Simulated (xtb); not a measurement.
digallium oxide (Ga2O), SMILES [Ga][O][Ga] (connectivity only; charge and spin as stated), neutral, multiplicity 1. All values are semi-empirical tight-binding results from xtb (GFN2-xTB unless named), good for trends rather than for accurate numbers. The structure is a stationary point at GFN2-xTB.

Optimised geometry:

```xyz
3

Ga     0.0000     0.0000    -1.8078
O      0.0000     0.0000     0.0000
Ga     0.0000     0.0000     1.8078
```
Charge 0, spin multiplicity 1.

For metal compounds this method's bond lengths and energies can be far off.

```json
{
 "point_group_as_xtb_finds_it": "D∞h",
 "orbital_gap": "5.40 eV",
 "zero_point_energy": "1.6 kcal/mol",
 "G − E(el) at 298.15 K (modified RRHO)": "-15.0 kcal/mol"
}
```

Computed atomic charges and the Wiberg bond orders between heavy atoms:
charges (e) Ga1 0.30, O2 -0.59, Ga3 0.30. Bond orders Ga1–O2 1.15, O2–Ga3 1.15.
